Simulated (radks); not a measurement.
Values are calculated unless marked as measured or tabulated.
Spherical jellium clusters: N electrons in a uniform positive sphere of charge N and radius rs N^(1/3), rs = 5.54 bohr. Level of theory: non-relativistic Kohn-Sham, LDA (Slater exchange, Perdew-Wang correlation), spin-polarised, spherical densities (a radial shooting solver with Libxc functionals). Levels are named by radial order and angular momentum (1s, 1p, 1d, 2s, ...), and open shells are averaged over m.

N = 16, configuration 1s2 1p6 1d(up 5, down 3). This is the lowest configuration that the search found. Occupied and some empty levels:

level    occupation  eigenvalue (eV)  <r> (bohr)
1s up             1          -3.4734       8.689
1s down           1          -3.3862       8.491
1p up             3          -3.0078       10.25
1p down           3          -2.8988       10.22
1d up             5          -2.4151       11.29
1d down           3          -2.3025       11.34
2s up             0          -2.1114       9.000
2s down           0          -2.0648       9.120
1f up             0          -1.7142       12.20
1f down           0          -1.6066       12.29
2p up             0          -1.2772       11.05
2p down           0          -1.2225       11.11

Energy (eV): total -28.2476, kinetic 15.760, external -596.22, Hartree 297.43, exchange-correlation -44.626, background 299.40.
